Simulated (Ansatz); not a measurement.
Consider the ligand exchange at the Si–C bond: `CC[Si]S` + HCl → `S[Si]Cl` + ethane.

Program: Ansatz. Geometries: PBE0-D4/def2-TZVP. ΔE: electronic, gas phase. CCSD(T)/CBS is frozen-core, at the limit of the def2 triple- and quadruple-zeta sets. One conformer a species, not always the lowest.

```tsv
species	CCSD(T)/CBS(def2) energy (Eh)
`CC[Si]S`	-766.55147
HCl	-460.38167
`S[Si]Cl`	-1147.27489
`CC`	-79.71389
```

Problem. Work out ΔE.

Solution. ΔE = (-1147.27489) + (-79.71389) − (-766.55147) − (-460.38167) = -0.05564 Eh = -1.51 eV.

Largest T1 diagnostic among the species: 0.014.

In def2-TZVPP, CCSD(T) changes the Hartree–Fock value by +0.17 eV (the triples alone add +0.01 eV) and MP2 by +0.12 eV. At CCSD(T), def2-SVP lies +0.08 eV from the extrapolated value and def2-TZVPP +0.05 eV.
